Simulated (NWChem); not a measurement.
Species: TiHF$_{3}$; SMILES [F][TiH]([F])[F]

```xyz
5

Ti     0.0000     0.0000    -0.1996
F     -0.3114    -1.6298     0.2711
F      1.5671     0.5452     0.2711
F     -1.2557     1.0846     0.2711
H      0.0000     0.0000    -1.8675
```
Atoms are numbered in this order, from 1.

Structure relaxed at the PBE0/def2-SVP level.

Task: List the 4 lowest vertical singlet excitations from CAM-B3LYP/def2-SVPD, TDA (NWChem).

Result: 
| state | energy (eV) | oscillator strength | leading excitation (squared amplitude) |
|---|---|---|---|
| S1 | 4.31 | 0.005 | HOMO → LUMO+1 (0.93) |
| S2 | 4.31 | 0.005 | HOMO → LUMO (0.93) |
| S3 | 5.94 | 0.008 | HOMO → LUMO+3 (0.87) |
| S4 | 5.94 | 0.008 | HOMO → LUMO+4 (0.87) |
